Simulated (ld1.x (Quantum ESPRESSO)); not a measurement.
# Reading a pseudo-wave (Zn (Z = 30))

Columns: radius, all-electron u(r) and pseudo u(r) of the 4p shell (level -1.37 eV) of zinc in the configuration [Ar] 3d10 4s1.75 4p0.25; PBEsol, scalar-relativistic, TM semilocal scheme, ld1.x (Quantum ESPRESSO) 7.5.

| r (bohr) | all-electron | pseudo |
| --- | --- | --- |
| 0.168 | 0.0761 | 0.0048 |
| 0.335 | -0.0923 | 0.0190 |
| 0.503 | -0.1653 | 0.0421 |
| 0.670 | -0.1301 | 0.0728 |
| 0.838 | -0.0467 | 0.1104 |
| 1.005 | 0.0473 | 0.1526 |
| 1.172 | 0.1362 | 0.1981 |
| 1.340 | 0.2149 | 0.2452 |
| 1.508 | 0.2815 | 0.2916 |
| 1.675 | 0.3363 | 0.3354 |
| 1.842 | 0.3808 | 0.3753 |
| 2.010 | 0.4164 | 0.4101 |
| 2.178 | 0.4440 | 0.4389 |
| 2.345 | 0.4646 | 0.4613 |
| 2.512 | 0.4792 | 0.4775 |
| 2.680 | 0.4887 | 0.4881 |
| 2.848 | 0.4938 | 0.4937 |
| 3.015 | 0.4952 | 0.4951 |
| 3.182 | 0.4933 | 0.4933 |
| 3.350 | 0.4888 | 0.4888 |
| 3.518 | 0.4820 | 0.4820 |
| 3.685 | 0.4735 | 0.4735 |
| 3.852 | 0.4636 | 0.4636 |
| 4.020 | 0.4525 | 0.4525 |
| 4.188 | 0.4406 | 0.4406 |
| 4.355 | 0.4281 | 0.4281 |

How many radial nodes do the two functions have?

The all-electron 4p function has n − l − 1 = 2; the pseudo-wave has 0, since the states of the same l below it are removed with the core.

At about which radius was the pseudo-wave matched?

3.35 bohr. The columns agree to 0.0005 from 2.85 bohr on; several derivatives are matched, so the curves merge somewhat inside the radius.

Where does each function peak?

Outermost all-electron maximum near 3.02 bohr, pseudo maximum near 3.02 bohr (to the table’s step).

Is the pseudo-wave norm-conserving?

Yes: the TM semilocal scheme keeps the norm inside the radius equal to the all-electron one, which fixes the energy derivative of the logarithmic derivative at the level.
